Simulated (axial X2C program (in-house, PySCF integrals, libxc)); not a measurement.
Spin–orbit effects along a row: molecules with Mg, HF

All values come from calculations with an in-house relativistic program for diatomic molecules, spin-free (one-electron X2C) or two-component (2c: spin–orbit coupling with atomic mean-field Coulomb and Gaunt terms, which also bring small scalar terms), in Dyall basis sets with cores contracted in-house; open shells are unrestricted.

Basis sets: I dyall-cv3z, Mg dyall-cv3z, Pd dyall-cv3z, Sb dyall-cv3z, Sn dyall-cv3z, Tc dyall-cv3z, Te dyall-cv3z.

| molecule | spin-free state | Re (Å) | ωe (cm⁻¹) | De (eV) | 2c state | Re 2c (Å) | ωe 2c (cm⁻¹) | De 2c (eV) |
| --- | --- | --- | --- | --- | --- | --- | --- | --- |
| MgTc | M_S = 5/2, Λ = 1 | 3.004 | 124.3 | -0.65 | Ω = 7/2 | 3.014 | 122.7 | -0.61 |
| MgPd | M_S = 0, Λ = 0 | 2.476 | 211.1 | n/a | Ω = 0 | 2.475 | 210.9 | n/a |
| MgSn | M_S = 1, Λ = 0 | 2.847 | 203.0 | 0.53 | Ω = 1 | 2.855 | 200.0 | n/a |
| MgSb | M_S = 3/2, Λ = 0 | 2.888 | 189.7 | 0.13 | Ω = 3/2 | 2.882 | 189.7 | 0.13 |
| MgTe | M_S = 0, Λ = 0 | 2.467 | 358.1 | 0.10 | Ω = 0 | 2.496 | 324.2 | n/a |
| MgI | M_S = 1/2, Λ = 0 | 2.601 | 314.9 | 1.96 | Ω = 1/2 | 2.604 | 313.0 | 1.66 |

(1) Work out the shifts from the spin-free to the two-component result.

Each entry is the lowest single determinant of a limited PBE0 search at one distance. De goes to single-determinant-based atoms at the same level (for ions the charge split of lowest energy) and is withheld (n/a) where an atom does not fit its ground term or J level. Main or longest-lived isotopes. One determinant is a doubtful description, or other states lie close, for MgTc, MgSn, MgSb, MgTe; these need not be ground states, and all values refer to the states named. Some open-shell Ω = 0 determinants are out of reach, so the Ω given for MgSn need not be the lowest component. With several unpaired electrons the Ω given is that of one determinant, not necessarily of the lowest component. Where the atoms have a lower orbital projection than the molecule, De at mean-field level may be about a tenth of an eV too small.

Answers

(1) 

```csv
molecule,2c state,ΔRe (Å),Δωe (cm⁻¹),ΔDe (eV)
MgTc,Ω = 7/2,0.010,-1.6,0.04
MgPd,Ω = 0,-0.001,-0.2,n/a
MgSn,Ω = 1,0.008,-3.0,n/a
MgSb,Ω = 3/2,-0.006,0.0,0.00
MgTe,Ω = 0,0.029,-33.9,n/a
MgI,Ω = 1/2,0.003,-1.9,-0.30
```

Shifts of one unit in the last digit are rounding.
